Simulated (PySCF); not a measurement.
**Lu⁶²⁺: fine-structure interval**

Lu⁶²⁺ [He] 2s2 2p5 [2p1/2^2 2p3/2^3, M_J = 3/2] → Lu⁶²⁺ [He] 2s2 2p5 [2p1/2^1 2p3/2^4, M_J = 1/2], as a difference of total energies. Computed with PySCF 2.14 in an uncontracted even-tempered set (17 s from 45 bohr⁻², ratio 2.4; 13 p from 59 bohr⁻², ratio 2.4; 5 d from 200 bohr⁻², ratio 2.6; 4 f from 300 bohr⁻², ratio 2.6), with the two-component X2C-1e Hamiltonian. Correlated levels: nothing frozen; the 30 highest virtual spinors dropped. "Screened" scales the spin-orbit matrix elements by Boettger's factors to mimic the two-electron term; Breit and QED terms are absent.

| method | fine-structure interval (cm⁻¹) |
| --- | --- |
| GHF (screened spin-orbit) | 9368300 |
| GMP2 (screened spin-orbit) | 9369700 |
| GHF (bare spin-orbit) | 9669000 |
